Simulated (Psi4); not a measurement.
dimethylsulfoxide (C$_{2}$H$_{6}$OS), singlet, at a GFN2-xTB geometry; Psi4 with B3LYP/pcseg-1.

Input for Psi4:
```
memory 2 GB

molecule {
0 1
S    -0.00638160    0.25789735   -0.45583475
O    -0.01284941    1.45780980    0.37857550
C     1.37076266   -0.79819518    0.18724665
C    -1.35000243   -0.82772888    0.20862756
H     1.27987622   -0.89677085    1.26308812
H    -2.29810816   -0.35220996   -0.01997107
H     1.32489255   -1.76477228   -0.30045787
H     2.30461413   -0.30224775   -0.05614119
H    -1.29083210   -1.79316578   -0.27990241
H    -1.24010316   -0.92412504    1.28289118
}

set {
  basis pcseg-1
}

energy('b3lyp')
print_variables()
```

It wrote (shortened):

```
   => Loading Basis Set <=

    Name: PCSEG-1
    Role: ORBITAL
    Keyword: BASIS

         ---------------------------------------------------------
                                   SCF
               by Justin Turney, Rob Parrish, Andy Simmonett
                          and Daniel G. A. Smith
                              RKS Reference
         ---------------------------------------------------------

  ==> Geometry <==

    Molecular point group: c1
    Full point group: C1

    Geometry (in Angstrom), charge = 0, multiplicity = 1:

       Center              X                  Y                   Z               Mass
    ------------   -----------------  -----------------  -----------------  -----------------
         S           -0.005362970633     0.181353786915    -0.431942665639    31.972071174400
         O           -0.011830780633     1.381266236915     0.402467584361    15.994914619570
         C            1.371781289367    -0.874738743085     0.211138734361    12.000000000000
         C           -1.348983800633    -0.904272443085     0.232519644361    12.000000000000
         H            1.280894849367    -0.973314413085     1.286980204361     1.007825032230
         H           -2.297089530633    -0.428753523085     0.003921014361     1.007825032230
         H            1.325911179367    -1.841315843085    -0.276565785639     1.007825032230
         H            2.305632759367    -0.378791313085    -0.032249105639     1.007825032230
         H           -1.289813470633    -1.869709343085    -0.256010325639     1.007825032230
         H           -1.239084530633    -1.000668603085     1.306783264361     1.007825032230

  Running in c1 symmetry.

  Rotational constants: A =      0.23071  B =      0.22471  C =      0.13869 [cm^-1]
  Rotational constants: A =   6916.58568  B =   6736.51648  C =   4157.91794 [MHz]
  Nuclear repulsion =  183.517488423063043

  Charge       = 0
  Multiplicity = 1
  Electrons    = 42
  Nalpha       = 21
  Nbeta        = 21

  ==> Algorithm <==

  SCF Algorithm Type is DF.
  DIIS enabled.
  MOM disabled.
  Fractional occupation disabled.
  Guess Type is SAD.
  Energy threshold   = 1.00e-06
  Density threshold  = 1.00e-06
  Integral threshold = 1.00e-12

  ==> Primary Basis <==

  Basis Set: PCSEG-1
    Blend: PCSEG-1
    Number of shells: 44
    Number of basis functions: 90
    Number of Cartesian functions: 94
    Spherical Harmonics?: true
    Max angular momentum: 2

  ==> DFT Potential <==

   => LibXC <=

    Version 7.1.2
    S. Lehtola, C. Steigemann, M. J. T. Oliveira, and M. A. L. Marques,  SoftwareX 7, 1–5 (2018) (10.1016/j.softx.2017.11.002)

   => Composite Functional: B3LYP <=

    B3LYP Hyb-GGA Exchange-Correlation Functional

    P. J. Stephens, F. J. Devlin, C. F. Chabalowski, and M. J. Frisch,  J. Phys. Chem. 98, 11623 (1994) (10.1021/j100096a001)

    Deriv               =              1
    GGA                 =           TRUE
    Meta                =          FALSE

    Exchange Hybrid     =           TRUE
    MP2 Hybrid          =          FALSE

   => Exchange Functionals <=

    0.0800   Slater exchange
    0.7200         Becke 88

   => Exact (HF) Exchange <=

    0.2000               HF

   => Correlation Functionals <=

    0.1900   Vosko, Wilk & Nusair (VWN5_RPA)
    0.8100   Lee, Yang & Parr

   => LibXC Density Thresholds  <==

    XC_HYB_GGA_XC_B3LYP:  1.00E-15

   => Molecular Quadrature <=

    Radial Scheme          =       TREUTLER
    Pruning Scheme         =           NONE
    Nuclear Scheme         =       TREUTLER

    Blocking Scheme        =         OCTREE
    BS radius alpha        =              1
    Pruning alpha          =              1
    Radial Points          =             75
    Spherical Points       =            302
    Total Points           =         214585
    Total Blocks           =           1624
    Max Points             =            256
    Max Functions          =             90
[...]
  Using in-core AOs.

  ==> MemDFJK: Density-Fitted J/K Matrices <==

    J tasked:                   Yes
    K tasked:                   Yes
    wK tasked:                   No
    Algorithm:                 Core
    Schwarz Cutoff:           1E-12
    Mask sparsity (%):       0.6667
    Fitting Condition:        1E-10

   => Auxiliary Basis Set <=

  Basis Set: (PCSEG-1 AUX)
    Blend: DEF2-UNIVERSAL-JKFIT
    Number of shells: 149
    Number of basis functions: 463
    Number of Cartesian functions: 546
    Spherical Harmonics?: true
    Max angular momentum: 4

  Minimum eigenvalue in the overlap matrix is 7.2809343661E-03.
  Reciprocal condition number of the overlap matrix is 1.2779730825E-03.
    Using symmetric orthogonalization.

  ==> Pre-Iterations <==

  SCF Guess: Superposition of Atomic Densities via on-the-fly atomic UHF (no occupation information).

   -------------------------
    Irrep   Nso     Nmo
   -------------------------
     A         90      90
   -------------------------
    Total      90      90
   -------------------------

  ==> Iterations <==

                           Total Energy        Delta E     RMS |[F,P]|

   @DF-RKS iter SAD:  -552.82640234076825   -5.52826e+02   0.00000e+00
   @DF-RKS iter   1:  -552.67363590399236    1.52766e-01   1.13295e-02 DIIS/ADIIS
   @DF-RKS iter   2:  -552.18105312758462    4.92583e-01   1.61419e-02 DIIS/ADIIS
   @DF-RKS iter   3:  -553.10777137596563   -9.26718e-01   3.69489e-03 DIIS/ADIIS
   @DF-RKS iter   4:  -553.15296209989367   -4.51907e-02   1.16184e-03 DIIS/ADIIS
   @DF-RKS iter   5:  -553.15774289142871   -4.78079e-03   1.96770e-04 DIIS/ADIIS
   @DF-RKS iter   6:  -553.15792256638633   -1.79675e-04   4.31186e-05 DIIS
   @DF-RKS iter   7:  -553.15793083979145   -8.27341e-06   8.39590e-06 DIIS
   @DF-RKS iter   8:  -553.15793113128393   -2.91492e-07   1.32398e-06 DIIS
   @DF-RKS iter   9:  -553.15793113929806   -8.01413e-09   2.39006e-07 DIIS
  Energy and wave function converged.

  ==> Post-Iterations <==

   Electrons on quadrature grid:
      Ntotal   =   41.9999922777 ; deviation = -7.722e-06

    Orbital Energies [Eh]
    ---------------------

    Doubly Occupied:

[...]
    Virtual:

[...]
    Final Occupation by Irrep:
              A
    DOCC [    21 ]
    NA   [    21 ]
    NB   [    21 ]

  @DF-RKS Final Energy:  -553.15793113929806

   => Energetics <=

    Nuclear Repulsion Energy =            183.5174884230630425
    One-Electron Energy =               -1123.7373952365994683
    Two-Electron Energy =                 425.3620901968658359
    DFT Exchange-Correlation Energy =     -38.3001145226275383
    Empirical Dispersion Energy =           0.0000000000000000
    VV10 Nonlocal Energy =                  0.0000000000000000
    Total Energy =                       -553.1579311392980571

Computation Completed

Properties will be evaluated at   0.000000,   0.000000,   0.000000 [a0]

Properties computed using the SCF density matrix

 Multipole Moments:

 ------------------------------------------------------------------------------------
     Multipole            Electronic (a.u.)      Nuclear  (a.u.)        Total (a.u.)
 ------------------------------------------------------------------------------------

 L = 1.  Multiply by 2.5417464519 to convert [e a0] to [Debye]
 Dipole X            :         -0.0674557            0.0808470            0.0133913
 Dipole Y            :          4.6347132           -6.0751476           -1.4404344
 Dipole Z            :         -2.1818953            1.8962789           -0.2856164
 Magnitude           :                                                    1.4685392

 ------------------------------------------------------------------------------------

  Variable Map:
  ----------------------------------------------------------------------------
[...]
  Array Variable Map:
  ----------------------------------------------------------------------------
[...]
[...]
```
